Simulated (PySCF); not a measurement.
## Orbital energies and ionisation energy

C4H11N3P2.
Geometry (PBE0-D3(BJ)/def2-SVP, Å), atoms numbered from 1 in this order:
```xyz
20
C4H11N3P2 angstrom
C      1.0357    1.2055   -1.5508
N      0.2897    0.0794   -1.0603
C      0.8762   -1.0492   -0.4826
C     -0.0439   -1.9101   -0.0038
N     -1.3477   -1.4505   -0.1958
C     -2.5217   -2.1400    0.2677
P     -1.4034    0.1338   -0.8352
N     -2.3765    0.5796   -1.9690
P     -2.0056    1.4504    0.8376
H      1.5135    1.7864   -0.7406
H      0.3513    1.8693   -2.0995
H      1.8187    0.8796   -2.2544
H      1.9574   -1.1757   -0.4951
H      0.1353   -2.8824    0.4521
H     -2.5758   -2.1888    1.3698
H     -3.4109   -1.6066   -0.0992
H     -2.5623   -3.1672   -0.1308
H     -2.2622    0.0607   -2.8419
H     -0.7708    1.2784    1.5402
H     -1.5842    2.6429    0.1787
```

Level: wB97X-D/def2-SVPD (PySCF). Frontier orbitals with their largest atomic shares (Löwdin; up to four atoms above 4 %):

```tsv
orbital	ε (eV)	main atoms
HOMO−3	-9.83	P9 22 %, N2 14 %, N8 14 %, N5 14 %
HOMO−2	-9.54	N8 53 %, P9 14 %, P7 14 %, H18 7 %
HOMO−1	-8.81	N8 53 %, P7 13 %, P9 11 %, N5 6 %
HOMO	-7.05	?
LUMO	1.84	P9 28 %, P7 9 %, C4 9 %, H20 7 %
LUMO+1	2.18	P9 16 %, C4 12 %, C3 11 %, C1 9 %
LUMO+2	2.32	P9 25 %, C3 11 %, C4 10 %, P7 9 %
```

Question: What vertical ionisation energy does ΔSCF give, and how far is −ε(HOMO) from it?

Answer: ΔSCF: 7.02 eV (677 kJ/mol; threshold wavelength 177 nm); ⟨S²⟩ of the doublet left behind is 0.757, against 0.75 for a pure doublet. −ε(HOMO) is 7.05 eV, 0.03 eV above it. In exact Kohn–Sham theory the two would be equal; wB97X-D (range-separated hybrid) comes within 0.03 eV of that here. Holes in the HOMO−1 and HOMO−2 were tried too where these lie within 1.2 eV of the HOMO; the lowest converged state counts.

Question: On which atoms does the HOMO lie?

Answer: C4 (vinylic carbon bearing nitrogen) 19 %, C3 (vinylic carbon bearing nitrogen) 19 %, N2 (nitrogen bonded to 2 C and P) 17 %, N5 (nitrogen bonded to 2 C and P) 17 %, so no atom holds as much as 40 %. The HOMO−1 lies 1.76 eV lower.

Question: What total energies stand behind the ΔSCF value?

Answer: E(N) = -1005.44298 Eh and E(N − 1) = -1005.18494 Eh at the same geometry, 0.25804 Eh apart.

Question: With α = 121.4 au, estimate the like-pair dispersion coefficient by London's formula C6 = (3/4)α²I.

Answer: I = 0.2580 Eh, so C6 ≈ 2850 au, a rough estimate.

One conformer (not necessarily the lowest) at the PBE0-D3(BJ)/def2-SVP geometry, without solvent, vibrations or thermal averaging.

Note: wB97X-D ran without an empirical dispersion term, which enters the total energy and its gradient alone.
